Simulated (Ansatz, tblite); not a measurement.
Removing and adding an electron: In11As12H32⁺. Charge 1, multiplicity 1. Geometry: r2SCAN-D4/def2-SVP. Ansatz, gas phase; energy differences of separate SCF runs; the oxidised species was run as a doublet alone; the reduced species was run as a doublet alone.

Cartesian coordinates in Å:
```
In -2.090 2.993 -4.233
In 4.634 2.535 -1.852
In 2.740 2.061 3.160
In -4.441 2.030 -0.392
In -1.838 1.531 3.713
In -0.061 2.150 -0.231
In 0.602 -1.114 -3.317
In 2.376 -1.161 0.553
In -1.677 -1.604 0.621
In 0.612 -2.426 4.135
In 0.738 -5.848 0.056
As 2.010 3.293 -1.484
As -2.243 2.970 -1.493
As -1.386 0.364 -4.415
As 0.174 2.579 2.352
As 4.403 0.035 -0.726
As 2.367 -0.631 3.103
As -3.995 2.319 2.248
As -3.963 -0.639 -0.424
As -1.562 -1.053 3.179
As 0.203 -0.417 -0.728
As 2.569 -3.801 0.072
As -1.507 -4.233 0.228
H -3.707 3.125 -4.794
H -0.653 3.874 -4.576
H 4.734 2.224 -3.533
H 5.512 3.448 -0.702
H 2.930 2.623 4.767
H 3.655 2.368 1.717
H -6.017 2.447 -0.926
H -2.081 1.968 5.357
H 2.086 -0.322 -3.711
H 0.186 -2.785 -3.426
H 0.595 -2.376 5.849
H 0.689 -3.768 3.032
H 0.843 -6.569 1.602
H 0.692 -6.374 -1.573
H 1.993 4.722 -0.989
H 1.422 3.579 -2.849
H -2.351 4.422 -1.068
H -1.313 0.089 -5.901
H -2.654 -0.430 -4.182
H -0.069 4.071 2.466
H 5.575 -0.169 0.208
H 4.827 -0.980 -1.763
H 3.729 -1.205 3.447
H -4.148 3.802 2.494
H -5.255 1.896 2.968
H -5.153 -1.361 0.164
H -4.098 -1.161 -1.835
H -2.822 -1.703 3.714
H 3.308 -3.873 -1.247
H 3.726 -4.250 0.939
H -2.360 -4.449 -1.002
H -2.486 -4.812 1.226
```

In the def2 sets In takes a core potential; there is no spin–orbit coupling. The xTB rows come from tblite. Single mean-field runs in def2-TZVP are fitted with def2-universal-jkfit. HOMO above LUMO, or a gap near zero within one spin, warns that the state may not be the lowest or that an electron is smeared out.

| level | −HOMO (eV) | vertical IE (eV) | −LUMO (eV) | vertical EA (eV) | HOMO–LUMO gap (eV) | IE − EA (eV) | remarks |
| --- | --- | --- | --- | --- | --- | --- | --- |
| GFN2-xTB | 12.41 | 13.62 | 9.71 | 8.52 | 2.71 | 5.10 | – |
| PBE-D4/def2-TZVP | 8.20 | – | 5.10 | 3.92 | 3.10 | – | gap within one spin near zero (doublet) |
| r2SCANh-D4/def2-TZVP | 8.75 | 9.90 | 4.68 | 3.65 | 4.06 | 6.25 | – |

(1) Estimate the rows for GFN1-xTB, PBE0-D4/def2-TZVP.

## Answers

(1) 
| level | −HOMO (eV) | vertical IE (eV) | −LUMO (eV) | vertical EA (eV) | HOMO–LUMO gap (eV) | IE − EA (eV) |
| --- | --- | --- | --- | --- | --- | --- |
| GFN1-xTB | 11.57 | 12.82 | 9.12 | 7.99 | 2.46 | 4.83 |
| PBE0-D4/def2-TZVP | 9.09 | 10.02 | 4.40 | 3.61 | 4.70 | 6.42 |

Run but left out: PBE-D4/def2-TZVP (charge +2 doublet: an occupied level 0.00 eV above an empty one).   Raw xTB energy differences between charge states are shifted by several eV; the methods need an empirical correction for them.
